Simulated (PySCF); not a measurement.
C4H7FO2, SMILES C=C(F)OCCO.

Coordinates come from a B3LYP-D3(BJ)/def2-SVP optimisation. The structure was generated by enumeration, and PubChem lists no compound with its InChIKey, so it may never have been made. The values are those of a single conformer.

Two levels are set side by side: TDA-PBE/def2-SVPD (PySCF) and TDA-CAM-B3LYP/def2-SVPD (PySCF). Vertical, same geometry. The lowest singlet is HOMO→LUMO+1 98 % with PBE and HOMO→LUMO 81 % with the other functional; states are paired by order. Differences are taken from unrounded values.

| quantity | TDA-CAM-B3LYP |
|---|---|
| lowest singlet excitation (eV) | 6.75 |
| lowest triplet excitation (TDA) (eV) | 4.39 |

Q: What does TDA-PBE give, and how far is it from TDA-CAM-B3LYP? (An estimate is asked for; the answer gives what the named calculation found.)

A: 
```csv
quantity,TDA-PBE,TDA-PBE minus TDA-CAM-B3LYP
lowest singlet excitation (eV),5.81,-0.94
lowest triplet excitation (TDA) (eV),4.48,0.10
```

Functionals without exact exchange tend to place singlet excitations lower, as here. Differences between two approximate levels are no errors against the true value.

Rough cost on one machine, each run with all the roots and properties that it gave: TDA-CAM-B3LYP against TDA-PBE about 4 times.
